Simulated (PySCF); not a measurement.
# Reading the logs of faulty runs: H8OSi3

Calculated results; nothing here was measured. The program is PySCF 2.14.0, an open-source quantum chemistry code, run on an isolated molecule that a program drew, which may never have been made. The molecule is H8OSi3 (charge 0, singlet), drawn as the SMILES string `O[SiH2][SiH2][SiH3]`.

Each row is a Hartree-Fock (HF) and frozen-core CCSD(T) single point in the cc-pV(D+d)Z basis, meant for a local HF minimum. Run 1 is clean. Each other run has one planted mistake out of seven kinds, and not every kind appears here: one electron removed, one electron added, multiplicity raised by two, geometry at a saddle point, minimal basis STO-3G, one bond length entered in bohr, all coordinates scaled. The reference is restricted for singlets and unrestricted otherwise, and also for a bond in bohr. Adding or removing an electron swaps singlet and doublet. Electrons count all cores. HOMO and LUMO are orbital energies over both spins, the gradient is its largest component, and the lowest frequency (negative if imaginary) is given only where the gradient is small. Bond lengths are over the 11 bonds as drawn. T1 is the CCSD diagnostic: over 0.02 (restricted) or 0.045 (unrestricted) a single reference is doubtful.

Geometry of the clean run:
```xyz
12
H8OSi3, angstrom
O    -2.9893    0.2624   -0.4507
Si   -2.2640   -0.5883    0.7742
Si    0.0717   -0.7804    0.4258
Si    1.1125    1.3270    0.1297
H    -2.9784   -0.0904   -1.3275
H    -2.5347    0.1761    2.0079
H    -2.8601   -1.9412    0.9040
H     0.6840   -1.4771    1.5879
H     0.3229   -1.6088   -0.7853
H     0.8486    2.1966    1.3014
H     0.5768    1.9888   -1.0843
H     2.5789    1.1668   -0.0241
```

```
run  electrons  basis functions  <S^2>  HOMO (eV)  LUMO (eV)  gradient (hartree/bohr)  lowest frequency (cm^-1)  mean bond (Å)  longest bond (Å)      T1  HF (hartree)  CCSD(T) (hartree)                          mistake
  1         58              123  0.000     -10.22       2.98                  1.8e-05                        34         1.6115             2.369  0.0130    -946.36511         -946.94176                         no fault
  2         58              123  0.971      -9.05       0.93                  6.4e-03                         -         1.8031             4.477  0.0145    -946.27716         -946.82931  one bond length entered in bohr
  3         57              123  0.783     -16.17      -8.03                  8.4e-02                         -         1.6115             2.369  0.0242    -946.02983         -946.59368             one electron removed
  4         59              123  0.762       1.86       8.04                  4.1e-02                         -         1.6115             2.369  0.0163    -946.27494         -946.87565               one electron added
  5         58               40  0.000      -7.44       9.83                  4.2e-02                         -         1.6115             2.369  0.0074    -935.32677         -935.53895                                ?
```

**Which mistake was planted in run 5, and what did it cost?**

It has 40 basis functions where the clean run has 123, with the same electrons and geometry. So the mistake is: minimal basis STO-3G. Subtracting run 1 and multiplying by 627.51 kcal/mol a hartree, the energy moved by 6926.7 kcal/mol in HF and 7155.4 kcal/mol in CCSD(T).

Cautions from the logs. Run 4: the HOMO is above zero, so the electron isn't bound and the energy depends on the basis.
